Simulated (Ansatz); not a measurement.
BrCl₃Sn, SMILES `[Cl][Sn]([Cl])([Cl])[Br]`, one more setting.

```yaml
crystal:
  periodic: [false, false, false]
  atoms:
    - {symbol: Cl, position_ang: [-1.054446, -0.276404, 2.009132]}
    - {symbol: Sn, position_ang: [0.008686, -0.029300, -0.004906]}
    - {symbol: Cl, position_ang: [2.081534, -0.995272, 0.128849]}
    - {symbol: Cl, position_ang: [-1.206958, -1.106056, -1.620609]}
    - {symbol: Br, position_ang: [0.221082, 2.333333, -0.553766]}
basis:
  gaussian: {orbitals: def2-SVP}
magnetization: {spin_polarized: true, initial_magnetization: 0}
hamiltonian: {xc: {name: B3LYP5}}
output: {forces: true}
```

```sh
$ ansatz run in.yaml --threads 4 --pin off --events-out ev --progress --plain --max-ram 10444MiB
```

Shortened log:

```
Functional definition: B3LYP5
1119 factors; integrals over basis functions are off by at most 3.2e-4 eV
mean field evaluation 1: about -113420.8368 eV, gradient 1.6e1 eV
mean field evaluation 2: about -113419.3224 eV, gradient 2.4e1 eV
mean field evaluation 4: about -113422.2930 eV, gradient 3.7e-1 eV
mean field evaluation 8: about -113422.3537 eV, gradient 6.8e-2 eV
mean field evaluation 16: about -113422.3537 eV, gradient 4.0e-5 eV
mean field -113422.35368018 eV, -4168.1946173141 hartree, gradient 3.3e-5 eV, S^2 0.000000; 0 other end points of the search recorded, 0 dependent functions left out
reference -113422.35393470 eV, -4168.1946266676 hartree; 54, 54 occupied and 58, 58 virtual orbitals, 1119 factors
Total energy: -113422.35393470 eV, -4168.1946266676 hartree
Atom 0 at    -1.054446    -0.276404     2.009132 Å, force    -0.410580    -0.093803     0.777716 eV/Å
Atom 1 at     0.008686    -0.029300    -0.004906 Å, force     0.017650     0.194866    -0.045517 eV/Å
Atom 2 at     2.081534    -0.995272     0.128849 Å, force     0.800946    -0.371423     0.051371 eV/Å
Atom 3 at    -1.206958    -1.106056    -1.620609 Å, force    -0.469561    -0.414224    -0.624531 eV/Å
Atom 4 at     0.221082     2.333333    -0.553766 Å, force     0.061545     0.684584    -0.159039 eV/Å
Dipole moment:     0.008508     0.094415    -0.021971 e Å
```

Run time 2.9 s (4 threads of an Arm Neoverse V2 on a shared host); peak host memory 0.47 GiB.
